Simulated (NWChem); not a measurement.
System: GaCl, singlet; SMILES [Ga][Cl]

Results from NWChem. Low-valent species are run as closed-shell singlets; no triplet was tried in these runs. All runs use the structure optimised with B3LYP/6-31G* (spherical d).

What does the run give for TPSS/def2-TZVPP? Quantities: highest occupied level (eV); orbital gap (eV); dipole (D).


```
Quantity                     Value
---------------------------  -----
highest occupied level (eV)  -6.59
orbital gap (eV)              4.24
dipole (D)                    2.50
```
